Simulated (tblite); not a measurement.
Hexafluorophosphate, PF₆ (charge -1).
Cartesian coordinates in Å at the GFN2-xTB level; atoms count from 1:
```
atom  x, y, z in Å
F1    -0.618   -1.489    0.221
P2     0.000    0.001   -0.004
F3     0.929   -0.567   -1.216
F4    -0.928    0.568    1.208
F5     1.187   -0.331    1.062
F6    -1.186    0.333   -1.069
F7     0.619    1.491   -0.229
```

The geometry is computed with GFN2-xTB (gas phase).

Question: Which atoms are bound to P2, and at what distances?

Answer: 6 atoms: F4 1.629 Å, F1 1.629 Å, F3 1.629 Å, F6 1.629 Å, F5 1.629 Å, F7 1.629 Å.

Question: List the angles at P2.

Answer: 
```json
{"angle": "F3–P2–F4", "degrees": "180.0", "distance of the outer atoms (Å)": "3.26"}
{"angle": "F5–P2–F6", "degrees": "180.0", "distance of the outer atoms (Å)": "3.26"}
{"angle": "F1–P2–F7", "degrees": "180.0", "distance of the outer atoms (Å)": "3.26"}
{"angle": "F4–P2–F6", "degrees": "90.0", "distance of the outer atoms (Å)": "2.30"}
{"angle": "F3–P2–F5", "degrees": "90.0", "distance of the outer atoms (Å)": "2.30"}
{"angle": "F4–P2–F7", "degrees": "90.0", "distance of the outer atoms (Å)": "2.30"}
{"angle": "F1–P2–F3", "degrees": "90.0", "distance of the outer atoms (Å)": "2.30"}
{"angle": "F1–P2–F5", "degrees": "90.0", "distance of the outer atoms (Å)": "2.30"}
{"angle": "F6–P2–F7", "degrees": "90.0", "distance of the outer atoms (Å)": "2.30"}
{"angle": "F5–P2–F7", "degrees": "90.0", "distance of the outer atoms (Å)": "2.30"}
{"angle": "F1–P2–F6", "degrees": "90.0", "distance of the outer atoms (Å)": "2.30"}
{"angle": "F3–P2–F7", "degrees": "90.0", "distance of the outer atoms (Å)": "2.30"}
{"angle": "F1–P2–F4", "degrees": "90.0", "distance of the outer atoms (Å)": "2.30"}
{"angle": "F4–P2–F5", "degrees": "90.0", "distance of the outer atoms (Å)": "2.30"}
{"angle": "F3–P2–F6", "degrees": "90.0", "distance of the outer atoms (Å)": "2.30"}
```

Question: What is the shape at P2?

Answer: Octahedral: the three widest angles are 180.0°, 180.0° and 180.0°, the others run from 90.0° to 90.0°.

Question: What are the rotational constants (commonest isotopes, rigid rotor)?

Answer: A = 2507, B = 2507, C = 2506 MHz: a spherical top.

Point group: Oh (every atom within 0.08 Å of its image). Charge -1, singlet. Its GFN2-xTB frequencies are all real (lowest 240 cm⁻¹).
